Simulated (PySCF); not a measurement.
# Which determinant of TlAs⁺ lies lowest?

Unrestricted PBE0; PySCF, scalar-relativistic core potentials, basis sets Tl cc-pVDZ-PP with ECP60, As cc-pVDZ-PP with ECP10. Outer shells of the fragments: Tl+ 5d10 6s2; As 3d10 4s2 4p3.

Followed along the bond (rough minima from three points):

```json
{"2Ms+1": "4", "unpaired": "σ ↑, π ↑↑", "⟨S²⟩ at the start": "3.75", "R at minimum (Å)": "3.20", "Te (eV)": "0.00"}
{"2Ms+1": "2", "unpaired": "σ ↓, π ↑↑", "⟨S²⟩ at the start": "1.76", "R at minimum (Å)": "3.10", "Te (eV)": "0.63"}
{"2Ms+1": "2", "unpaired": "σ ↑, π ↑↓", "⟨S²⟩ at the start": "1.76", "R at minimum (Å)": "3.14", "Te (eV)": "0.69"}
{"2Ms+1": "2", "unpaired": "π ↑", "⟨S²⟩ at the start": "0.75", "R at minimum (Å)": "none in the scan", "Te (eV)": "≤ 1.29"}
```

Solutions found at the starting distance of 2.705 Å, counted from the lowest of them; the search is not exhaustive and high or unbound solutions are not listed, so other states can lie among these:

```json
{"2Ms+1": "4", "unpaired": "σ ↑, π ↑↑", "term": "⁴Σ⁻", "E (eV)": "0.00", "⟨S²⟩": "3.75", "⟨Lz²⟩": "0.00", "μ (D)": "0.27"}
{"2Ms+1": "2", "unpaired": "σ ↓, π ↑↑", "term": "mixed", "E (eV)": "0.56", "⟨S²⟩": "1.76", "⟨Lz²⟩": "0.00", "μ (D)": "0.33"}
{"2Ms+1": "2", "unpaired": "σ ↑, π ↑↓", "term": "mixed", "E (eV)": "0.64", "⟨S²⟩": "1.76", "⟨Lz²⟩": "2.01", "μ (D)": "0.36"}
{"2Ms+1": "2", "unpaired": "π ↑", "term": "²Π", "E (eV)": "1.61", "⟨S²⟩": "0.75", "⟨Lz²⟩": "1.00", "μ (D)": "2.52"}
{"2Ms+1": "2", "unpaired": "σ ↑", "term": "mixed", "E (eV)": "1.68", "⟨S²⟩": "0.76", "⟨Lz²⟩": "2.00", "μ (D)": "0.63"}
{"2Ms+1": "2", "unpaired": "π ↑", "term": "²Π", "E (eV)": "1.76", "⟨S²⟩": "0.76", "⟨Lz²⟩": "1.01", "μ (D)": "-1.16"}
```

A term symbol is given only where ⟨S²⟩ and ⟨Lz²⟩ are close to those of a pure state; real π, δ and φ orbitals otherwise mix terms. A positive dipole points towards As; it is taken about the centre of mass and depends on that origin.

Task: Compare the gap between the two lowest followed solutions at the starting distance with the gap between their minima.

Result: At PBE0 the second solution (Ms = 0.5 of mixed spin, unpaired electrons σ ↓, π ↑↑) lies +0.56 eV from the first (quartet, unpaired electrons σ ↑, π ↑↑) at 2.705 Å and +0.63 eV at the minima; the two curves relax by different amounts, since their minima lie near 3.10 and 3.20 Å.

Spin–orbit coupling is left out, which matters for elements this heavy, above all for dissociation energies.
